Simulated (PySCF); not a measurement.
Geometry:
| atom | x (Å) | y (Å) | z (Å) |
| --- | --- | --- | --- |
| C1 | 3.730 | 0.028 | 0.331 |
| O2 | 2.972 | 1.206 | 0.291 |
| C3 | 1.648 | 1.099 | 0.119 |
| C4 | 0.928 | -0.030 | -0.017 |
| C5 | -0.523 | -0.094 | -0.201 |
| C6 | -1.346 | 1.040 | -0.328 |
| C7 | -2.720 | 0.915 | -0.497 |
| C8 | -3.317 | -0.346 | -0.549 |
| C9 | -2.519 | -1.481 | -0.429 |
| C10 | -1.143 | -1.354 | -0.258 |
| H11 | 4.777 | 0.326 | 0.467 |
| H12 | 3.633 | -0.545 | -0.608 |
| H13 | 3.424 | -0.620 | 1.172 |
| H14 | 1.189 | 2.091 | 0.106 |
| H15 | 1.437 | -0.996 | 0.014 |
| H16 | -0.908 | 2.040 | -0.298 |
| H17 | -3.334 | 1.814 | -0.592 |
| H18 | -4.397 | -0.440 | -0.684 |
| H19 | -2.969 | -2.476 | -0.469 |
| H20 | -0.525 | -2.252 | -0.165 |

Geometry: PBE0-D3(BJ)/def2-SVP; GIAO shifts from PySCF 2.14.0 with density-fitted response routines, gas phase, non-relativistic, averaged over equivalent atoms.

At PBE0/pcSseg-1 (220 basis functions, 85 s wall time on 1 thread of an Arm Neoverse N1, shared host):
```
      atoms  δ (ppm)
         C3    154.7
         C5    140.8
      C7/C9    134.1
         C8    130.4
     C6/C10    128.6
         C4    106.6
         C1     54.2
         O2    113.0
        H14     7.54
    H17/H19     7.31
    H16/H20     7.26
        H18     7.09
        H15     5.27
H11/H12/H13     3.60
```

Shifts are taken against calculated references (same method and geometry level): 13C (σ = 184.41 ppm), 1H (σ = 31.27 ppm) against TMS; H2O for 17O (σ = 334.56 ppm).

Question: Estimate the result of repeating the calculation with B3LYP/pcSseg-1.

Answer: 
```tsv
atoms	δ at B3LYP/pcSseg-1	change
C3	155.4	+0.7
C5	142.3	+1.5
C7/C9	134.5	+0.4
C8	130.7	+0.3
C6/C10	129.0	+0.4
C4	107.3	+0.7
C1	55.1	+0.9
O2	118.8	+5.8
H14	7.48	-0.06
H17/H19	7.16	-0.15
H16/H20	7.12	-0.14
H18	6.95	-0.14
H15	5.16	-0.11
H11/H12/H13	3.62	+0.02
```

Chemical shifts δ = σref − σ; 13C (σ = 179.24 ppm) and 1H (σ = 31.38 ppm) vs TMS; 17O (σ = 334.04 ppm) vs H2O, all at this level.

The largest change is at O2 (ether oxygen). Cost: 220 basis functions, 69 s wall time on 1 thread of an Arm Neoverse N1, shared host. The order of the carbon signals is the same at both levels.

The carbons averaged at δ 128.6 differ by 9 ppm in this conformer. Experimental scales use liquid or dissolved standards, which lie at an offset from isolated H2O (liquid H2O: subtract about 36 ppm).
